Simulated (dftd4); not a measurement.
HSZn (SMILES [SH][Zn]), doublet, geometry from GFN2-xTB (such geometries of metal compounds can be far from the true shape) (the spin is typed, not shown lowest); dftd4 with D4 for tpssh.

Here is a job for dftd4.
```
$ dftd4 mol.xyz --func tpssh --charge 0 --json dftd4.json --noedisp

# file mol.xyz
3

Zn    -0.40899229    -0.71588306    -0.30339505
S      0.67274253     1.30222879     0.48903689
H      1.50588835     0.64083112     1.27726104
```

The log (banner, timings and long lists left out):

```
                    ____  _____ _____     ____  _  _
      -------------|  _ \|  ___|_   _|---|  _ \| || |------------
     |             | | | | |_    | | ___ | | | | || |_           |
     |             | |_| |  _|   | ||___|| |_| |__   _|          |
     |             |____/|_|     |_|     |____/   |_|            |
     |             ===================================           |
     |            E. Caldeweyher, S. Ehlert & S. Grimme          |
     |          Mulliken Center for Theoretical Chemistry        |
     |                    University of Bonn                     |
      -----------------------------------------------------------

Rational (Becke-Johnson) damping: tpssh-D4-ATM
---------------------
  s6         1.0000
  s8         1.8590
  s9         1.0000
  a1         0.4429
  a2         4.6023
 alp        16.0000
--------------------

Dispersion energy:      -2.6910962348055E-03 Eh

[Info] JSON dump of results written to 'dftd4.json'
```
